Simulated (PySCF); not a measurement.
H$_{18}$N$_{6}$Ni (SMILES [NH3]->[Ni+2](<-[NH3])(<-[NH3])(<-[NH3])(<-[NH3])<-[NH3]), charge +2, triplet (typed; the unrestricted solution is spin-contaminated), geometry from GFN2-xTB (such geometries of metal compounds can be far from the true shape); PBE0/STO-3G run with PySCF.

PySCF was given this input:
```python
from pyscf import gto, scf, dft

mol = gto.Mole()
mol.atom = '''
    Ni    0.000077   -0.000002   -0.000025
    N    -1.805832   -1.140822    0.466112
    H    -2.532663   -0.573496    0.898391
    H    -1.605052   -1.896496    1.119199
    H    -2.223772   -1.570239   -0.357424
    N    -0.534824   -0.024796   -2.120027
    H    -1.510557    0.234203   -2.256632
    H    -0.414587   -0.942934   -2.544098
    H     0.015509    0.626404   -2.676778
    N     0.412279    0.055745    2.146534
    H     0.729143   -0.839927    2.513227
    H    -0.422506    0.303294    2.675486
    H     1.126491    0.739181    2.391947
    N     1.871364    1.065205   -0.380143
    H     1.826711    2.045840   -0.108635
    H     2.147895    1.047656   -1.360042
    H     2.641919    0.652361    0.143050
    N     1.108031   -1.865993   -0.266390
    H     1.717650   -2.082719    0.520038
    H     1.706000   -1.823297   -1.090161
    H     0.497093   -2.671386   -0.390909
    N    -1.051275    1.910677    0.154001
    H    -0.792350    2.534827   -0.608451
    H    -0.843391    2.405607    1.019553
    H    -2.063890    1.811059    0.112335
'''
mol.basis = 'sto-3g'
mol.charge = 2
mol.spin = 2
mol.verbose = 4
mol.symmetry = True
mol.build()

mf = dft.UKS(mol)
mf.xc = 'pbe0'
mf.kernel()
mf.analyze()
```

Output, abridged:

```
PySCF version 2.14.0

[INPUT] verbose = 4
[INPUT] num. atoms = 25
[INPUT] num. electrons = 86
[INPUT] charge = 2
[INPUT] spin (= nelec alpha-beta = 2S) = 2
[INPUT] symmetry True subgroup None
[INPUT] Mole.unit = angstrom
[INPUT] Symbol           X                Y                Z      unit          X                Y                Z       unit  Magmom
[...]
nuclear repulsion = 681.4079868235
point group symmetry = C1
symmetry origin: [0. 0. 0.]
symmetry axis x: [1. 0. 0.]
symmetry axis y: [0. 1. 0.]
symmetry axis z: [0. 0. 1.]
num. orbitals of irrep A = 66
number of shells = 44
number of NR pGTOs = 198
number of NR cGTOs = 66
basis = sto-3g
ecp = {}

******** <class 'pyscf.dft.uks.UKS'> ********
method = UKS
initial guess = minao
damping factor = 0
level_shift factor = 0
DIIS = <class 'pyscf.scf.diis.CDIIS'>
diis_start_cycle = 1
diis_space = 8
diis_damp = 0
SCF conv_tol = 1e-09
SCF conv_tol_grad = None
SCF max_cycles = 50
direct_scf = True
direct_scf_tol = 1e-13
number electrons alpha = 44  beta = 42
XC library pyscf.dft.libxc version 7.1.2
    S. Lehtola, C. Steigemann, M. J. T. Oliveira, and M. A. L. Marques,  SoftwareX 7, 1–5 (2018)
XC functionals = pbe0
    C. Adamo and V. Barone,  J. Chem. Phys. 110, 6158 (1999)
    M. Ernzerhof and G. E. Scuseria,  J. Chem. Phys. 110, 5029 (1999)
radial grids:
    Treutler-Ahlrichs [JCP 102, 346 (1995); DOI:10.1063/1.469408] (M4) radial grids

becke partition: Becke, JCP 88, 2547 (1988); DOI:10.1063/1.454033
pruning grids: <function nwchem_prune>
grids dens level: 3
symmetrized grids: True
atomic radii adjust function: <function treutler_atomic_radii_adjust>
small_rho_cutoff = 0
Set gradient conv threshold to 3.16228e-05
tot grids = 280600
init E= -1822.5013934522

cycle= 1 E= -1804.79191876241  delta_E= 17.7  |g|= 3.31  |ddm|= 8.69
cycle= 2 E= -1814.52669059204  delta_E= -9.73  |g|= 1.81  |ddm|= 9.29

cycle= 3 E= -1795.65958834572  delta_E= 18.9  |g|= 3.29  |ddm|= 10.3
cycle= 4 E= -1803.22999265379  delta_E= -7.57  |g|= 3.42  |ddm|= 10.6

cycle= 5 E= -1824.58584578853  delta_E= -21.4  |g|= 0.728  |ddm|= 8.32
cycle= 6 E= -1824.76317148812  delta_E= -0.177  |g|= 0.516  |ddm|= 2.36
cycle= 7 E= -1824.86539612909  delta_E= -0.102  |g|= 0.415  |ddm|= 1.06
cycle= 8 E= -1825.32665239888  delta_E= -0.461  |g|= 0.159  |ddm|= 2.82
cycle= 9 E= -1825.37372567201  delta_E= -0.0471  |g|= 0.0672  |ddm|= 0.967
cycle= 10 E= -1825.37979802775  delta_E= -0.00607  |g|= 0.0384  |ddm|= 0.342
[...]
SCF not converged.
Total Energy =                       -1825.391696413113550
[...]
spin density of  8 H =     -0.00765
spin density of  9 N =     -0.07216
spin density of  10 H =     -0.00759
spin density of  11 H =     -0.00713
spin density of  12 H =     -0.00680
spin density of  13 N =     -0.07328
spin density of  14 H =     -0.00692
spin density of  15 H =     -0.00781
spin density of  16 H =     -0.00676
spin density of  17 N =     -0.07222
spin density of  18 H =     -0.00762
spin density of  19 H =     -0.00707
spin density of  20 H =     -0.00687
spin density of  21 N =     -0.07206
spin density of  22 H =     -0.00688
spin density of  23 H =     -0.00699
spin density of  24 H =     -0.00764
 ** Mulliken pop alpha/beta on meta-lowdin orthogonal AOs **
 ** Mulliken pop       alpha | beta **
In total            44.00000 | 42.00000
 ** Mulliken atomic charges   ( Nelec_alpha | Nelec_beta ) **
charge of  0Ni =      1.31945  (    14.62226     12.05829 )
charge of  1N =     -0.40782  (     3.66736      3.74046 )
charge of  2H =      0.17315  (     0.40954      0.41731 )
charge of  3H =      0.17400  (     0.40963      0.41637 )
charge of  4H =      0.17411  (     0.40951      0.41637 )
charge of  5N =     -0.40732  (     3.66758      3.73974 )
charge of  6H =      0.17365  (     0.40971      0.41664 )
charge of  7H =      0.17394  (     0.40954      0.41652 )
charge of  8H =      0.17314  (     0.40960      0.41726 )
charge of  9N =     -0.40719  (     3.66751      3.73967 )
charge of  10H =      0.17314  (     0.40964      0.41722 )
charge of  11H =      0.17354  (     0.40967      0.41679 )
charge of  12H =      0.17398  (     0.40961      0.41641 )
charge of  13N =     -0.40772  (     3.66722      3.74050 )
charge of  14H =      0.17396  (     0.40956      0.41648 )
charge of  15H =      0.17308  (     0.40955      0.41736 )
charge of  16H =      0.17392  (     0.40966      0.41642 )
charge of  17N =     -0.40714  (     3.66746      3.73968 )
charge of  18H =      0.17309  (     0.40964      0.41727 )
charge of  19H =      0.17362  (     0.40966      0.41672 )
charge of  20H =      0.17388  (     0.40963      0.41649 )
charge of  21N =     -0.40738  (     3.66766      3.73972 )
charge of  22H =      0.17377  (     0.40967      0.41655 )
charge of  23H =      0.17398  (     0.40951      0.41650 )
charge of  24H =      0.17316  (     0.40960      0.41724 )

WARN: System has nonzero charge 2; the dipole moment is origin-dependent.
Location of origin: [0. 0. 0.]

Dipole moment(X, Y, Z, Debye): -0.00586,  0.00200, -0.00028
```

The run did not converge; its last values are not results.
